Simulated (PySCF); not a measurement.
# What a mistake does to a calculation on B2ClGeH3

All numbers below are calculated, not measured. They come from PySCF 2.14.0, an open-source quantum chemistry program, on an isolated molecule that a program drew, which may never have been made. The molecule is B2ClGeH3 (charge 0, singlet), drawn as the SMILES string `ClB[BH][GeH]`.

Each row is a Hartree-Fock (HF) and frozen-core CCSD(T) single point in the cc-pV(D+d)Z basis, meant for a local HF minimum. Run 1 is clean. Each other run has one planted mistake out of seven kinds, and not every kind appears here: one electron removed, one electron added, multiplicity raised by two, geometry at a saddle point, minimal basis STO-3G, one bond length entered in bohr, all coordinates scaled. The reference is restricted for singlets and unrestricted otherwise, and also for a bond in bohr. Adding or removing an electron swaps singlet and doublet. Electrons count all cores. HOMO and LUMO are orbital energies over both spins, the gradient is its largest component, and the lowest frequency (negative if imaginary) is given only where the gradient is small. Bond lengths are over the 6 bonds as drawn. T1 is the CCSD diagnostic: over 0.02 (restricted) or 0.045 (unrestricted) a single reference is doubtful. Germanium has the cc-pVDZ-PP basis, with a core potential (ECP10MDF) in place of its 10 inner electrons, and its 3s, 3p and 3d shells are frozen in CCSD(T).

Geometry of the clean run:
```xyz
7
B2ClGeH3, angstrom
Cl   -2.1947   -2.1682   -0.9158
B    -1.8004   -0.5551   -1.5495
B    -2.8169    0.7382   -1.2029
Ge   -2.7710    1.9781    0.4782
H    -0.7929   -0.4765   -2.1895
H    -3.7014    1.0061   -1.9794
H    -1.8137    2.9742   -0.3039
```

| run | electrons | basis functions | <S^2> | HOMO (eV) | LUMO (eV) | gradient (hartree/bohr) | lowest frequency (cm^-1) | mean bond (Å) | longest bond (Å) | T1 | HF (hartree) | CCSD(T) (hartree) | mistake |
|---|---|---|---|---|---|---|---|---|---|---|---|---|---|
| 1 | 62 | 89 | 0.000 | -8.80 | 0.27 | 4.1e-05 | 66 | 1.5898 | 2.089 | 0.0183 | -803.97076 | -804.41070 | no fault |
| 2 | 62 | 89 | 2.026 | -7.76 | -0.43 | 2.3e-02 | - | 1.5898 | 2.089 | 0.0197 | -803.93661 | -804.35773 | multiplicity raised by two |
| 3 | 63 | 89 | 0.764 | -1.20 | 6.31 | 2.1e-02 | - | 1.5898 | 2.089 | 0.0248 | -803.98658 | -804.43989 | one electron added |
| 4 | 62 | 89 | 0.000 | -8.76 | 0.35 | 2.0e-02 | - | 1.5516 | 2.039 | 0.0184 | -803.96747 | -804.40699 | ? |

**Which mistake was planted in run 4, and what did it cost?**

The mean and the longest bond both change by the same factor, 0.976, and the gradient is no longer small. So the mistake is: all coordinates scaled. Subtracting run 1 and multiplying by 627.51 kcal/mol a hartree, the energy moved by 2.1 kcal/mol in HF and 2.3 kcal/mol in CCSD(T).

